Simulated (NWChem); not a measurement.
# CH4AlO, doublet; SMILES [CH3][Al][OH]

```xyz
7

Al     0.5762    -0.1065     0.0000
C     -0.3586     1.6422     0.0000
H     -1.4559     1.4744     0.0000
H     -0.0819     2.2365    -0.8955
H     -0.0819     2.2365     0.8955
O     -0.4536    -1.5017     0.0000
H     -0.0906    -2.4027     0.0000
```
Atoms are numbered in this order, from 1.

Computed with NWChem. Spin-unrestricted. Geometry: optimised at PBE-D3(BJ)/def2-SVP, spin-unrestricted. The spin multiplicity was typed, not searched, and may not be the lowest. No stability test was run on the SCF state. Level SCAN/def2-SVP: energy and gradient on several grids; changes count from the extra-fine grid, which is no exact limit either.

```json
[
 {"grid": "xcoarse", "size of the energy change (μHa)": "20000", "largest change of a gradient component (μHa/bohr)": "5000", "time, medium = 1 (rough)": "about 1"},
 {"grid": "coarse", "size of the energy change (μHa)": "5000", "largest change of a gradient component (μHa/bohr)": "2000", "time, medium = 1 (rough)": "about 1"},
 {"grid": "medium", "size of the energy change (μHa)": "4000", "largest change of a gradient component (μHa/bohr)": "800", "time, medium = 1 (rough)": "about 1"},
 {"grid": "fine", "size of the energy change (μHa)": "800", "largest change of a gradient component (μHa/bohr)": "300", "time, medium = 1 (rough)": "about 1"},
 {"grid": "xfine", "size of the energy change (μHa)": "< 10", "largest change of a gradient component (μHa/bohr)": "< 30", "time, medium = 1 (rough)": "3"}
]
```
